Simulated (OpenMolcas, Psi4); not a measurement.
# How methods differ on TaF5 (tantalum pentafluoride)

The species is TaF5 (6 atoms), meant as a singlet with charge 0. SMILES: `F[Ta](F)(F)(F)F`. The coordinates come from a PBE0-D4/def2-TZVP relaxation.

Quantity: the HOMO–LUMO gap, in eV. The values are calculated.

```csv
level,kind,program,value (eV),CPU time
HF/def2-SVP (core potential),Hartree–Fock,Psi4,18.91,21 s
BLYP/def2-SVP (core potential),GGA,Psi4,6.80,24 s
PBE/def2-SVP (core potential),GGA,OpenMolcas,6.80,25 s
B3LYP/def2-SVP (core potential),global hybrid,OpenMolcas,9.06,26 s
M06-2X/def2-SVP (core potential),hybrid meta-GGA,OpenMolcas,12.66,27 s
PBE0/def2-SVP (core potential),global hybrid,OpenMolcas,9.63,23 s
"B2PLYP/def2-SVP (core potential, density fitting for correlation)",double hybrid,Psi4,12.97,11 s
"DSD-PBEP86/def2-SVP (core potential, density fitting for correlation)",double hybrid,Psi4,15.32,11 s
```

The values span 6.80 to 18.91 eV. Orbital gaps aren't excitation energies, and those of double hybrids come from the SCF part alone; they tend to grow with the share of exact exchange. CPU times are rough (shared hosts, several kinds of processor and program).
